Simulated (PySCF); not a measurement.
# From orbital energies to excitation energies

Species: C6H9ClO2.
Atom-mapped SMILES: `[CH3:1][CH:2]([CH3:3])/[CH:4]=[C:5](\[Cl:6])[O:7][CH:8]=[O:9]` (hydrogens: H10, H11, H12 on C1; H13 on C2; H14, H15, H16 on C3; H17 on C4; H18 on C8)

Geometry (PBE0-D3(BJ)/def2-SVP, Å), atoms numbered from 1 in this order:
```
atom  x, y, z in Å
C1    -1.0824    0.9728   -0.2169
C2    -0.5446    0.3197    1.0568
C3    -1.6316   -0.4692    1.7859
C4     0.6191   -0.5639    0.7330
C5     1.8846   -0.3872    1.1057
Cl6    2.4431    0.9252    2.0835
O7     2.8625   -1.3018    0.8020
C8     3.7917   -0.9575   -0.1215
O9     3.8107    0.0592   -0.7368
H10   -0.3022    1.5620   -0.7208
H11   -1.9250    1.6424    0.0154
H12   -1.4453    0.2129   -0.9284
H13   -0.1847    1.1166    1.7273
H14   -1.2517   -0.9023    2.7232
H15   -2.0093   -1.2945    1.1601
H16   -2.4856    0.1810    2.0310
H17    0.4321   -1.4534    0.1209
H18    4.5221   -1.7875   -0.2009
```

Computed, not measured: TDDFT B3LYP/def2-SVPD, vertical, gas phase, core orbitals frozen in the response in PySCF 2.14.0, density-fitted response routines.

Orbital energies (eV): HOMO-3 -9.39, HOMO-2 -8.97, HOMO-1 -8.57, HOMO -7.14, LUMO -1.00, LUMO+1 -0.37, LUMO+2 0.22.

Computed singlets:

```csv
state,E (eV),f
S1,5.17,0.017
S2,5.79,0.0009
S3,6.30,0.111
S4,6.59,0.251
S5,6.92,0.0041
S6,7.02,0.0090
```

Which orbital pair leads each of S1, S2 and S6, and how does its energy difference Δε compare with the excitation energy?

| state | leading configuration | weight | Δε (eV) | E (eV) | E − Δε (eV) | f | other configurations |
| --- | --- | --- | --- | --- | --- | --- | --- |
| S1 | HOMO→LUMO | 0.90 | 6.14 | 5.17 | -0.97 | 0.017 | – |
| S2 | HOMO-1→LUMO | 0.85 | 7.57 | 5.79 | -1.78 | 0.0009 | – |
| S6 | HOMO-2→LUMO | 0.79 | 7.98 | 7.02 | -0.96 | 0.0090 | – |

E − Δε runs from -1.78 to -0.96 eV. Among themselves, these states come in the order of their orbital differences.

H and L stand for HOMO and LUMO. The other states: S3 6.30 eV, f 0.111, H→L+2 (46%), H→L+1 (40%); S4 6.59 eV, f 0.251, H→L+1 (46%), H→L+2 (42%); S5 6.92 eV, f 0.0041, H→L+4 (66%), H→L+3 (16%), H→L+2 (9%).

Summed over the main configurations (up to three a state, each over 8%) of all 6 singlets, the electron leaves HOMO with weight 3.55, HOMO-1 with weight 0.85 and HOMO-2 with weight 0.79.

One conformer stands for the species.
